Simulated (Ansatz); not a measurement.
A CCSD(T) single point on `BC1=NCN1C`.

```yaml
crystal:
  periodic: [false, false, false]
  atoms:
    - {symbol: B, position_ang: [0.197336, -2.043116, -0.789296]}
    - {symbol: C, position_ang: [0.635562, -0.668499, -0.239603]}
    - {symbol: N, position_ang: [1.758744, -0.338488, 0.349834]}
    - {symbol: C, position_ang: [1.179677, 0.995736, 0.535141]}
    - {symbol: N, position_ang: [0.008810, 0.582044, -0.246785]}
    - {symbol: C, position_ang: [-1.359752, 0.836528, 0.114889]}
    - {symbol: H, position_ang: [-0.892990, -2.194044, -1.252553]}
    - {symbol: H, position_ang: [0.969229, -2.946988, -0.724673]}
    - {symbol: H, position_ang: [0.953127, 1.208978, 1.584289]}
    - {symbol: H, position_ang: [1.766423, 1.810077, 0.099890]}
    - {symbol: H, position_ang: [-2.014228, 0.269043, -0.549242]}
    - {symbol: H, position_ang: [-1.586379, 1.896204, -0.019309]}
    - {symbol: H, position_ang: [-1.595056, 0.557726, 1.152118]}
basis:
  gaussian: {orbitals: def2-SVP}
correlation: {method: ccsd_t}
```

```sh
$ ansatz run in.yaml --threads 4 --pin off --events-out ev --progress --plain
```

Output of Ansatz, abridged:

```
Functional definition: HF
1231 factors; integrals over basis functions are off by at most 1.4e-3 eV
mean field evaluation 1: about -6826.2837 eV, gradient 3.1e1 eV
mean field evaluation 2: about -6826.4812 eV, gradient 3.1e1 eV
mean field evaluation 4: about -6829.4714 eV, gradient 5.7e0 eV
mean field evaluation 8: about -6829.5770 eV, gradient 5.0e-1 eV
mean field evaluation 16: about -6829.5803 eV, gradient 1.6e-6 eV
mean field -6829.58033824 eV, -250.9824481746 hartree, gradient 1.6e-6 eV, S^2 0.000000; 0 other end points of the search recorded, 0 dependent functions left out; unrestricted orbitals would lower it
6 core orbitals not correlated: weight in the atoms' cores, before any rotation towards them, 1.000 or more for the frozen orbitals, at most 0.000 for the correlated occupied ones
reference -6829.58033824 eV, -250.9824481746 hartree; 16, 16 occupied and 97, 97 virtual orbitals, 1231 factors
second order -22.14044286 eV of doubles, -0.00000000 eV of singles
cycle   1  -22.74626004 eV  change   -6.1e-1 eV  update   1.2e-1
cycle   2  -23.41134807 eV  change   -6.7e-1 eV  update   3.6e-2
cycle   3  -23.57839025 eV  change   -1.7e-1 eV  update   2.0e-2
cycle   4  -23.57310539 eV  change    5.3e-3 eV  update   5.9e-3
cycle   5  -23.57310339 eV  change    2.0e-6 eV  update   3.7e-3
cycle   6  -23.57423464 eV  change   -1.1e-3 eV  update   1.7e-3
cycle   7  -23.57326630 eV  change    9.7e-4 eV  update   9.7e-4
cycle   8  -23.57315598 eV  change    1.1e-4 eV  update   4.8e-4
cycle   9  -23.57327808 eV  change   -1.2e-4 eV  update   2.1e-4
cycle  10  -23.57322358 eV  change    5.4e-5 eV  update   8.5e-5
cycle  11  -23.57329384 eV  change   -7.0e-5 eV  update   3.6e-5
cycle  12  -23.57331053 eV  change   -1.7e-5 eV  update   1.1e-5
perturbative correction -0.86930235 eV, -0.0319462721 hartree
Total energy: -6854.02295112 eV, -251.8806976302 hartree
```

It took 13 s on 4 threads of a server CPU on a shared host, with 0.73 GiB of host memory at the peak.

MP2 recovers 90.6 % of the CCSD(T) correlation energy and the triples give 3.6 %; T1 = 0.0137.
